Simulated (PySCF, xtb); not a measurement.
C₃H₃NO₃S, SMILES C(/C#N)=C\S(O)(=O)=O.

xtb with GFN2-xTB at its own geometry gives an orbital gap of 3.37 eV and a dipole moment of 2.90 D.

Coordinates come from a PBE0-D3(BJ)/def2-SVP optimisation. One conformer was computed; it need not be the lowest.

### Question
What does PBE/def2-TZVP (PySCF) give? (The exact figures need the calculation; the answer reports its results.)

### Answer
gap 4.07 eV (levels -7.85 and -3.77 eV), dipole 2.81 D.
